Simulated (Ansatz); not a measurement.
This geometry of Cl2GaHO + H2 (7 atoms, charge 0, multiplicity 1) is a first-order saddle point.

The calculation used RKS PBE-D4/def2-SVP in Ansatz 0.2.0.

```xyz
7
Properties=species:S:1:pos:R:3
Ga 0.080 0.250 -0.016
O 0.073 -0.039 1.897
H -0.782 -0.329 2.278
Cl 1.872 -0.349 -1.034
Cl -1.861 0.088 -0.938
H 0.272 1.898 0.777
H 0.145 1.266 1.540
```

Task: Which two structures does it join? (They come from a converged band through this point; their orientation in space is the band's.)

Result: Bonds broken: H6–H7. Bonds formed: Ga1–H6, O2–H7. Cl2GaHO + H2 becomes Cl2GaH3O.

First end point:

```xyz
7
Properties=species:S:1:pos:R:3
Ga -0.009 -0.236 0.152
O 0.010 -0.608 1.903
H -0.897 -0.595 2.265
Cl 1.834 -0.332 -0.929
Cl -1.852 0.154 -0.888
H 0.357 2.391 0.665
H 0.354 2.012 1.338
```

Last end point:

```xyz
7
Properties=species:S:1:pos:R:3
Ga 0.219 0.685 -0.182
O 0.064 0.089 1.871
H -0.836 -0.310 1.799
Cl 1.785 -0.624 -0.916
Cl -1.818 -0.129 -0.472
H 0.413 2.234 -0.082
H -0.030 0.841 2.488
```

Task: How far does it lie above each of them?

Result: 0.69 eV above the first and 1.24 eV above the second. This is the barrier of this one path; another mechanism may lie lower. The orbitals stay closed-shell, which can raise the energy where a bond breaks towards radicals; this wasn't checked here.

The run took 80 s on 2 threads of Intel(R) Xeon(R) 6975P-C (Granite Rapids), with other jobs on the host, peak memory 0.14 GiB.
